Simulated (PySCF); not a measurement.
## Dipole response of Mo²⁺ (molybdenum, charge +2)

[Kr] 4d3 5s1, high-spin 5F determinant (an excited configuration). Calculation: PySCF 2.14, in aug-cc-pwCVTZ-PP with ECP28MDF; a scalar-relativistic core potential. Coupled (time-dependent) response in atomic units; α is the mean over directions.

```tsv
method	mean α (bohr³)	C₆ (like pair)	S(−4)
UHF	34.15	215.1	846.8
PBE	25.60	156.9	403.5
```

S(−4) is the Cauchy moment in α(ω) = α(0) + S(−4) ω² + …

Spin-orbit coupling is absent.

α(iu) at PBE:

```
u (hartree)  α(iu) (bohr³)
          0          25.60
     0.0500          24.64
      0.100          22.25
      0.200          16.62
      0.300          12.43
      0.500          7.926
      0.750          5.367
       1.00          3.998
       1.50          2.521
       2.00          1.733
       3.00         0.9470
       5.00         0.3970
```

A single London oscillator, α(iu) = α/(1 + u²/ω²), gives C₆ = (3/4) ω α². Matching the computed C₆ needs ω = 4 × 156.9 / (3 × 25.60²) = 0.319 hartree.

For an ion, C₆ is the dispersion term alone; charge-induced terms of lower order in 1/R come first.

Energies and moments cover only the electrons outside the core potential.
